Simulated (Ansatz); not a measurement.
Start from `C#[C][AlH][NH2]` and change one atom or group to get `C#[C][AlH][CH2]C`.

Ansatz, PBE0-D4/def2-TZVP geometries, multiplicity 1. Each molecule was computed in one conformer, which needn't be the lowest.

```json
{"property": "size of the dipole moment (ωB97M-V/def2-TZVPP) / D", "`C#[C][AlH][NH2]`": "1.09"}
{"property": "HOMO–LUMO gap (ωB97M-V/def2-TZVPP) / eV", "`C#[C][AlH][NH2]`": "10.74"}
{"property": "size of the dipole moment (B3LYP/def2-TZVPP) / D", "`C#[C][AlH][NH2]`": "1.12"}
{"property": "LUMO energy (PBE0/def2-TZVPP) / eV", "`C#[C][AlH][NH2]`": "-0.93"}
{"property": "HOMO–LUMO gap (B3LYP/def2-TZVPP) / eV", "`C#[C][AlH][NH2]`": "6.18"}
{"property": "HOMO energy (PBE0/def2-TZVPP) / eV", "`C#[C][AlH][NH2]`": "-7.56"}
```

What does the change do to each property? (Estimate.)

The calculation gave: 
```json
{"property": "size of the dipole moment (ωB97M-V/def2-TZVPP) / D", "`C#[C][AlH][CH2]C`": "0.67", "shift": "-0.42"}
{"property": "HOMO–LUMO gap (ωB97M-V/def2-TZVPP) / eV", "`C#[C][AlH][CH2]C`": "9.95", "shift": "-0.79"}
{"property": "size of the dipole moment (B3LYP/def2-TZVPP) / D", "`C#[C][AlH][CH2]C`": "0.67", "shift": "-0.45"}
{"property": "LUMO energy (PBE0/def2-TZVPP) / eV", "`C#[C][AlH][CH2]C`": "-1.46", "shift": "-0.53"}
{"property": "HOMO–LUMO gap (B3LYP/def2-TZVPP) / eV", "`C#[C][AlH][CH2]C`": "5.66", "shift": "-0.52"}
{"property": "HOMO energy (PBE0/def2-TZVPP) / eV", "`C#[C][AlH][CH2]C`": "-7.53", "shift": "0.03"}
```

Dipoles are sizes alone; their direction can turn.

B3LYP here is the variant with VWN-RPA as its local correlation; programs differ in this.
